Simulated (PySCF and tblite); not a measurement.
The numbers below are computed, except where a source is named.
Stationary points of C₄H₃BrO₃ at GFN2-xTB, in Å:

Structure A

```
 1 O     1.964   -1.610   -0.844
 2 C     0.794   -1.356   -0.747
 3 C     0.252   -0.102   -0.186
 4 C     1.021    0.898    0.281
 5 Br    2.873    0.883    0.304
 6 C    -1.229    0.014   -0.157
 7 O    -1.978   -0.837   -0.556
 8 O    -1.657    1.170    0.364
 9 H     0.006   -2.054   -1.075
10 H     0.588    1.802    0.684
11 H    -2.628    1.195    0.359
```

Structure B

```
 1 O     1.880   -1.700   -0.355
 2 C     0.744   -1.392   -0.588
 3 C     0.135   -0.094   -0.220
 4 C     0.859    0.968    0.166
 5 Br    2.709    0.973    0.398
 6 C    -1.347    0.006   -0.438
 7 O    -1.898   -0.599   -1.310
 8 O    -2.021    0.803    0.400
 9 H     0.038   -2.056   -1.112
10 H     0.421    1.944    0.336
11 H    -1.483    1.170    1.113
```

Structure C

```
 1 O     1.921   -1.698   -0.369
 2 C     0.767   -1.396   -0.504
 3 C     0.187   -0.099   -0.097
 4 C     0.924    0.939    0.337
 5 Br    2.766    0.920    0.554
 6 C    -1.287    0.049   -0.260
 7 O    -1.952   -0.700   -0.911
 8 O    -1.819    1.153    0.349
 9 H     0.023   -2.074   -0.954
10 H     0.469    1.892    0.571
11 H    -1.998    1.016    1.284
```

Level: PBE0/pcSseg-1 + D3(BJ) on GFN2-xTB stationary points, with GFN2-xTB thermal terms.

Question: Which structure is a saddle point, and along which motion?

Answer: C: one imaginary mode (544i cm⁻¹ at GFN2-xTB, mostly on H11, O8), along the rotation about the C6–O8 bond (torsion C3–C6–O8–H from 180° to 355°, rising).

Question: Give their symmetry and energies above the lowest.

Answer: A Cs, 0.0 kcal/mol; B C1, 8.5 kcal/mol; C C1, 12.7 kcal/mol.

Spin–orbit effects of heavy atoms on shieldings are missing.
